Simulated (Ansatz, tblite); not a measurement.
Cost and result up the ladder for the cluster AgAu2⁻ (3 atoms). The state is a singlet with charge -1. Geometry: PBE0-D4/def2-TZVPD.

Cartesian coordinates in Å:
```
Au 2.4626 0.7779 -0.4623
Au -2.4650 -0.7758 0.4531
Ag 0.0024 -0.0021 0.0092
```

Ansatz on 4 threads of Arm Neoverse V2 on a shared host; xTB runs through tblite on one thread. Times are rough, summed over both states, and most runs start from the orbitals of an earlier one. RPA@PBE/def2-TZVPD serves as the yardstick here, not as an exact answer. The other state is a quintet at its own geometry.

In the def2 sets Ag, Au take a core potential; there is no spin–orbit coupling. The xTB rows come from tblite. Correlated methods freeze no core orbitals; core or outer-core shells of Au, Ag are correlated, in sets that lack core-valence functions. At PBE0-D4/def2-TZVPD a singlet of charge -1 lies 5.81 eV below the quintet, each at its own geometry. The structure comes from a short search, and lower isomers may exist.

Correlated methods converge slowly with the basis.

xTB has no spin-polarisation term.

| level | functions | wall time | quintet − singlet (eV) | difference from RPA@PBE/def2-TZVPD (eV) | remarks |
| --- | --- | --- | --- | --- | --- |
| GFN1-xTB | 27 | 0.005 s | 4.78 | -1.12 | – |
| GFN2-xTB | 27 | 0.015 s | 6.43 | 0.53 | – |
| RPA@PBE/def2-TZVPD | 126 | 16 s | 5.89 | 0.00 | – |
| r2SCAN0-D4/def2-TZVPD (with forces) | 126 | 23 s | 5.70 | -0.19 | HOMO above zero (quintet) |
